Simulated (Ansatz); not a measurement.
```yaml
crystal:
  periodic: [false, false, false]
  atoms:
    - {symbol: O, position_ang: [1.247985, -0.193664, 0.158941]}
    - {symbol: Nb, position_ang: [0.000096, 0.138219, 0.036819]}
    - {symbol: O, position_ang: [-0.730838, -0.418599, 0.848243]}
    - {symbol: O, position_ang: [-0.198025, -0.574953, -0.949480]}
    - {symbol: Cl, position_ang: [-0.502454, 1.140698, -0.844471]}
    - {symbol: Cl, position_ang: [0.287614, 1.177676, 0.963032]}
    - {symbol: H, position_ang: [1.661967, 0.059452, 0.626585]}
    - {symbol: H, position_ang: [-1.055977, -0.953264, 0.697679]}
    - {symbol: H, position_ang: [-0.350613, -0.599264, -1.372888]}
basis:
  gaussian: {orbitals: def2-SVP, fitting: {mean_field: def2-universal-jkfit}, point_charges: [{charge: 1.00, position_ang: [6.120, 0.349, 0.287]}]}
total_charge: 1
magnetization: {spin_polarized: true, initial_magnetization: 1}
hamiltonian: {xc: {name: wB97X}}
scf: {lower_state_search: light}
output: {forces: true}
```

```sh
$ ansatz run in.yaml --threads 4 --pin off --events-out ev --progress --plain --max-ram 11315MiB
```

Shortened log:

```
Functional definition: wB97X
796 factors; integrals over basis functions are off by at most 6.3e-2 eV
796 factors; integrals over basis functions are off by at most 5.8e-7 eV
mean field evaluation 1: about -32567.2035 eV, gradient 1.0e2 eV
mean field evaluation 2: about -32513.0730 eV, gradient 1.6e2 eV
mean field evaluation 4: about -32599.5921 eV, gradient 5.1e0 eV
mean field evaluation 8: about -32599.7245 eV, gradient 2.1e-1 eV
mean field evaluation 16: about -32599.7439 eV, gradient 6.2e-3 eV
mean field -32599.74387162 eV, -1198.0184903820 hartree, gradient 6.2e-5 eV, S^2 0.753167; 0 other end points of the search recorded, 0 dependent functions left out
reference -32599.74381606 eV, -1198.0184883402 hartree; 37, 36 occupied and 87, 88 virtual orbitals, 796 factors
Total energy: -32599.74381606 eV, -1198.0184883402 hartree
Atom 0 at     1.247985    -0.193664     0.158941 Å, force    57.348091   -39.458800   -26.247432 eV/Å
Atom 1 at     0.000096     0.138219     0.036819 Å, force    26.443132   -28.028098    12.461423 eV/Å
Atom 2 at    -0.730838    -0.418599     0.848243 Å, force   -40.734802    -5.042027    80.484324 eV/Å
Atom 3 at    -0.198025    -0.574953    -0.949480 Å, force    68.406466   -47.123428   157.730613 eV/Å
Atom 4 at    -0.502454     1.140698    -0.844471 Å, force   -46.069947    90.595763   -79.156175 eV/Å
Atom 5 at     0.287614     1.177676     0.963032 Å, force    18.786433    77.343183    68.144978 eV/Å
Atom 6 at     1.661967     0.059452     0.626585 Å, force    31.499562    14.948502    30.482531 eV/Å
Atom 7 at    -1.055977    -0.953264     0.697679 Å, force   -32.132023   -49.835538   -10.790595 eV/Å
Atom 8 at    -0.350613    -0.599264    -1.372888 Å, force   -83.927651   -13.416723  -233.092000 eV/Å
Dipole moment:    -0.108076    -0.674413     0.156376 e Å
```

(1) What is wrong with this run?

Results:

(1) The geometry is squeezed to about two thirds of its size. The calculation finished and met its thresholds. The result belongs to that input, not to the molecule as meant.
